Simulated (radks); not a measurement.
Question: The indium ion In3+, [Kr] 4d10. Method: non-relativistic Kohn-Sham, PBE, spin-polarised, spherical densities, point nucleus; computed with a radial shooting solver on a logarithmic mesh with Libxc functionals. Every spin shell is full or empty, so the densities are truly spherical. Functionals are evaluated on that one density, not self-consistently. Rank these exchange functionals by their error against the exact value of the orbitals, and give that value: LDA, PBE, PBEsol, RPBE, PW91, OPTX, WC, SOGGA, B86b, APBE, TPSS, MS2, Tao-Mo, TASK, MVS.

Answer: Exact: -153.158 hartree. From best to worst, with 100 (|E| - |E exact|)/|E exact| (equal figures are ties): B86b -0.04, PW91 -0.05, MVS +0.07, RPBE -0.26, APBE +0.27, TPSS -0.30, PBE -0.47, MS2 -0.61, Tao-Mo -0.83, WC -0.91, OPTX +1.20, TASK -2.23, PBEsol -2.32, SOGGA -2.33, LDA -4.94.
